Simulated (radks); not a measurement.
Ti9+, 13 electrons, occupied as [Ne] 3s2 3p1. Calculated with a radial shooting solver on a logarithmic mesh with Libxc functionals: non-relativistic Kohn-Sham, BLYP, spin-polarised, spherical densities, point nucleus; open shells are filled with parallel spins first.

Unscreened Slater integrals over Kohn-Sham orbitals (eV). They are taken over the spin-up orbitals.

integral    value
F0(3p,3p)  27.407
F2(3p,3p)  13.971
F0(3p,3s)  27.487
G1(3p,3s)  18.293
F0(3p,2p)  36.610
F2(3p,2p)  8.2400
G0(3p,2p)  3.3655
G2(3p,2p)  3.5503
F0(3p,2s)  35.769
G1(3p,2s)  2.6054
F0(3s,3s)  27.603
F0(3s,2p)  36.311
G1(3s,2p)  3.4190
F0(3s,2s)  35.698
G0(3s,2s)  2.7162
F0(2p,2p)  86.388
F2(2p,2p)  40.616
F0(2p,2s)  79.909
G1(2p,2s)  46.392
F0(2s,2s)  75.692

Derived for the open shells (J is the average intra-shell exchange parameter used in DFT+U). 3p: J = F2/5 = 2.794 eV.
